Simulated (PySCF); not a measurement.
C2H5AlBrF, SMILES C[CH2][Al]([F])[Br].

The structure is a stationary point at B3LYP-D3(BJ)/def2-SVP. The structure was generated by enumeration; whether it is a known compound was not checked. One conformer was computed; it need not be the lowest.

Method: IEF-PCM-PBE0/def2-SVP run with PySCF.

The values are the electrostatic part of the solvation free energy, E(continuum) − E(gas) at the gas-phase geometry, in a cavity of scaled van der Waals radii (PySCF's table); cavitation and dispersion terms are not included. A continuum can't describe solvent molecules that bind to the metal. In vacuum the orbital gap is 7.63 eV. The dipole moment in vacuum is 2.27 D.

| solvent | ε | ΔG(elec) (kcal/mol) | dipole (D) | gap (eV) |
|---|---|---|---|---|
| water | 78.36 | -6.3 | 2.68 | 7.87 |
| chlorobenzene | 5.70 | -4.8 | 2.59 | 7.80 |
| acetone | 20.49 | -6.0 | 2.66 | 7.85 |
